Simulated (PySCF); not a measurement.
**How exact exchange moves a shielding**

Molecule: SMILES [AlH2][CH]1CC1, C3H7Al.

Structure with atom numbers: `[AlH2:1][CH:2]1[CH2:3][CH2:4]1`; H(Xn) means a hydrogen on atom n. Ha(C3), Ha(C4) are cis to Al1 on the ring; Hb(C3), Hb(C4) are trans to Al1 on the ring.

GIAO shieldings (ppm, equivalent atoms averaged) in PySCF on the PBE0-D3(BJ)/def2-SVP geometry, basis pcSseg-2, gas phase, non-relativistic:

| functional | exact exchange (%) | σ(Al1) | σ(C3/C4) | σ(C2) |
| --- | --- | --- | --- | --- |
| BLYP | 0 | 248.6 | 171.8 | 173.7 |
| BP86 | 0 | 254.2 | 175.3 | 177.9 |
| PBE | 0 | 253.1 | 175.9 | 178.5 |
| B3LYP | 20 | 266.2 | 176.9 | 180.8 |
| PBE0 | 25 | 277.1 | 181.6 | 186.8 |
| BHandHLYP | 50 | 291.8 | 183.4 | 189.7 |
| HF | 100 | 339.5 | 192.8 | 202.8 |

(1) Fit each shielding as a line in the percentage of exact exchange.

(2) What does the line predict for mPW1PW91 (25 %), and what does the run give?

Answers

(1) σ(Al1) = 251.6 + 0.87 x (rms 2.7 ppm); σ(C3/C4) = 174.5 + 0.18 x (rms 1.6 ppm); σ(C2) = 177.1 + 0.26 x (rms 2.0 ppm). The functionals also differ in their semilocal parts, which the line can't hold; Hartree–Fock has no correlation at all.

(2) σ(Al1): 273.4 predicted, 279.7 computed; σ(C3/C4): 179.0 predicted, 180.8 computed; σ(C2): 183.6 predicted, 186.2 computed ppm.
